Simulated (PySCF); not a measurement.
# Correlation energy of Mn (manganese, neutral)

[Ar] 3d5 4s2, high-spin 6S determinant. Calculation: PySCF 2.14, in aug-cc-pVDZ-DK; scalar relativity by spin-free X2C-1e. Frozen: [Ar]; 7 electrons correlated.

```
  level  correlation energy (mhartree)
   CCSD                        -119.80
    (T)                          -3.32
CCSD(T)                        -123.12
```

Diagnostics: T1 = 0.024, D1 = 0.0748, largest double amplitude 0.062.

Is a single reference adequate?

Yes: T1 lies below 0.03 and no double amplitude reaches 0.07.
